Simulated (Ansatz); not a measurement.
Wavefunction ladder for H6InN, SMILES `[NH3+][InH3-]`

```csv
atom,x (Å),y (Å),z (Å)
N1,-0.3159,-1.0181,0.3817
In2,0.3519,1.1343,-0.4253
H3,-0.9284,-1.4778,-0.2817
H4,0.4903,-1.6137,0.5298
H5,-0.8113,-0.9354,1.2616
H6,1.3269,1.5559,0.9482
H7,1.1358,0.5610,-1.8645
H8,-1.2494,1.7938,-0.5498
```

The species carries charge 0 and has multiplicity 1. Correlated methods include outer-core shells of In, which these sets cover unevenly. In: def2 effective core potential. The geometry is a stationary point of PBE0-D4/def2-TZVP. Frozen core, restricted reference, Ansatz 0.2.0.

| basis | HF (Eh) | MP2 corr. | CCSD corr. | (T) | CCSD(T) total |
| --- | --- | --- | --- | --- | --- |
| def2-SVP | -247.08468 | -0.29575 | -0.33336 | ? | ? |
| def2-TZVPP | ? | -0.54657 | ? | -0.01595 | ? |
| def2-QZVPP | -247.16497 | -0.75166 | ? | -0.02129 | ? |

(1) Fill in the withheld values. (Estimate.)

Answers

(1) Computed: def2-SVP (T): -0.00753; def2-SVP CCSD(T) total: -247.42557; def2-TZVPP HF (Eh): -247.16058; def2-TZVPP CCSD corr.: -0.57042; def2-TZVPP CCSD(T) total: -247.74695; def2-QZVPP CCSD corr.: -0.74838; def2-QZVPP CCSD(T) total: -247.93464.
